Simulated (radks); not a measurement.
Species: K3+. Configuration: [Ne] 3s2 3p3 4s1 (not the ground configuration). Method: scalar-relativistic Kohn-Sham, B86b exchange with PBE correlation, spin-polarised, spherical densities, finite nucleus; open shells are filled with parallel spins first; Fermi nuclear charge, rms radius 3.4349 fm; computed with a radial shooting solver on a logarithmic mesh with Libxc functionals.

Normalised radial functions P(r) = r R(r), r in bohr:

r	2s down	3p down	4s up
0.002645	0.1206	0.0006	0.0204
0.003006	0.1360	0.0008	0.0230
0.003417	0.1532	0.0010	0.0259
0.003883	0.1723	0.0012	0.0292
0.004413	0.1936	0.0016	0.0328
0.005056	0.2187	0.0021	0.0370
0.005747	0.2449	0.0026	0.0414
0.006531	0.2738	0.0034	0.0463
0.007423	0.3054	0.0043	0.0517
0.008437	0.3398	0.0054	0.0575
0.009589	0.3770	0.0069	0.0638
0.0109	0.4169	0.0088	0.0705
0.01239	0.4593	0.0112	0.0776
0.01408	0.5038	0.0142	0.0851
0.01613	0.5527	0.0182	0.0934
0.01833	0.5995	0.0230	0.1013
0.02083	0.6459	0.0289	0.1090
0.02368	0.6902	0.0363	0.1164
0.02691	0.7306	0.0454	0.1231
0.03059	0.7648	0.0565	0.1286
0.03477	0.7897	0.0701	0.1326
0.03951	0.8022	0.0865	0.1343
0.04491	0.7984	0.1061	0.1332
0.05145	0.7719	0.1309	0.1280
0.05848	0.7214	0.1583	0.1186
0.06646	0.6419	0.1898	0.1040
0.07554	0.5299	0.2253	0.0838
0.08585	0.3831	0.2645	0.0575
0.09758	0.2010	0.3067	0.0251
0.1109	-0.0145	0.3504	-0.0128
0.126	-0.2585	0.3938	-0.0552
0.1433	-0.5225	0.4340	-0.1002
0.1641	-0.8114	0.4694	-0.1475
0.1865	-1.0747	0.4912	-0.1878
0.212	-1.3112	0.4968	-0.2195
0.241	-1.5022	0.4811	-0.2376
0.2739	-1.6307	0.4391	-0.2375
0.3113	-1.6841	0.3670	-0.2152
0.3538	-1.6567	0.2630	-0.1686
0.4021	-1.5514	0.1276	-0.0980
0.457	-1.3802	-0.0351	-0.0069
0.5236	-1.1482	-0.2290	0.1040
0.595	-0.9087	-0.4193	0.2101
0.6763	-0.6746	-0.6021	0.3036
0.7686	-0.4669	-0.7615	0.3695
0.8736	-0.2990	-0.8820	0.3923
0.9929	-0.1758	-0.9513	0.3598
1.128	-0.0939	-0.9620	0.2671
1.283	-0.0450	-0.9140	0.1194
1.458	-0.0191	-0.8160	-0.0676
1.67	-0.0066	-0.6748	-0.2820
1.898	-0.0021	-0.5268	-0.4682
2.157	-0.0006	-0.3827	-0.6113
2.452	-0.0001	-0.2569	-0.6910
2.787	0.0000	-0.1576	-0.6971
3.167	0.0000	-0.0872	-0.6325
3.6	0.0000	-0.0430	-0.5172
4.091	0.0000	-0.0187	-0.3811
4.65	0.0000	-0.0071	-0.2515
5.327	0.0000	-0.0021	-0.1415
6.055	0.0000	-0.0006	-0.0714
6.882	0.0000	-0.0001	-0.0310
7.822	0.0000	0.0000	-0.0114
8.89	0.0000	0.0000	-0.0034

2s down: eigenvalue -405.22 eV, 1 radial node at r = 0.110 bohr, <r> = 0.387 bohr, 90 % of the charge inside 0.602 bohr. 3p down (empty): eigenvalue -58.046 eV, 1 radial node at r = 0.445 bohr, <r> = 1.26 bohr, 90 % of the charge inside 1.92 bohr. 4s up: eigenvalue -26.503 eV, 3 radial nodes at r = 0.106, 0.461, 1.39 bohr, <r> = 2.83 bohr, 90 % of the charge inside 4.04 bohr.
